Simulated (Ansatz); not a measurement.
A basis-limit estimate, worked out

An elementary step of SiNH₉O₂, closed shell (SiH₄O ([OH][SiH3]) + H₂O + NH₃ → SiH₄O₂ ([OH][SiH2][OH]) + NH₃ + H₂; bonds formed: Si1–O7, H2–H8, H6–N9; bonds broken: Si1–H2, H6–O7, H8–N9). “Start” is the structure reached by relaxing down from the saddle towards the reactants; PBE0-D4/def2-TZVP structures. The saddle:

```xyz
13
angstrom
Si -1.1773 -0.1083 -0.7363
H -0.1884 -1.1001 0.1331
H -1.8629 0.9490 -1.5940
H -2.2884 -0.3612 0.2419
O -0.9620 -1.1213 -2.0528
H 0.9311 0.8437 0.7165
O -0.0538 1.1656 -0.1787
H 0.9540 -0.7240 1.0259
N 1.5205 0.1066 1.3574
H -0.5095 -1.9301 -1.8019
H -0.2809 2.0135 -0.5671
H 2.4961 0.0180 1.1004
H 1.4214 0.2487 2.3554
```

Program: Ansatz 0.2.0. Basis: def2-TZVPP and def2-QZVPP. Cores are frozen in the correlated methods.

Energies in eV:

| quantity | saddle | start |
| --- | --- | --- |
| Hartree–Fock, triple zeta (X = 3) | -13563.26530 | -13564.86914 |
| Hartree–Fock, quadruple zeta (X = 4) | -13563.80639 | -13565.41188 |
| MP2 correlation, X = 3 | -24.65580 | -24.04675 |
| MP2 correlation, X = 4 | -26.51942 | -25.90362 |
| CCSD(T) correlation, X = 3 | -26.49262 | -25.94525 |

Q: Work out the barrier at the basis limit: extrapolate Hartree–Fock as E(X) = E∞ + A exp(−7.88 √X) and the MP2 correlation as E(X) = E∞ + B X^−2.97 (the exponents that Neese and Valeev fitted for def2-TZVPP and QZVPP), then add CCSD(T) − MP2 in triple zeta.

A: Each step is linear, so take the differences first (saddle − start): Hartree–Fock 1.60384 (X = 3) and 1.60549 (X = 4); MP2 correlation -0.60905 and -0.61580; CCSD(T) correlation -0.54737.
Two points give E∞ = E(4) + w [E(4) − E(3)], with w = 1/(exp(7.88 (2 − √3)) − 1) = 0.1377 for Hartree–Fock and w = 1/((4/3)^2.97 − 1) = 0.7407 for the correlation.
Hartree–Fock: 1.60549 + 0.1377 × 0.00165 = 1.6057 eV.
MP2 correlation: -0.61580 + 0.7407 × (-0.00675) = -0.6208 eV.
CCSD(T) − MP2: -0.54737 − (-0.60905) = 0.0617 eV.
Sum: 1.6057 + (-0.6208) + 0.0617 = 1.0466 eV, or 24.14 kcal/mol. Plain CCSD(T) in triple zeta gives 1.0565 eV, so the larger basis shifts the result by -0.0099 eV.

T1 diagnostic: at most 0.012.

Labels in which every atom is bracketed show which atoms are joined, not bond orders.

For scale, one of the runs: CCSD(T)/def2-TZVPP, 261 basis functions, launched by `ansatz run in.yaml --threads 8 --pin off --events-out ev --progress --plain --max-ram 19148MiB`. Hardware: 8 CPU threads of an AMD EPYC 7R43, shared host. Wall time 86 s; peak host memory 6.4 GiB.
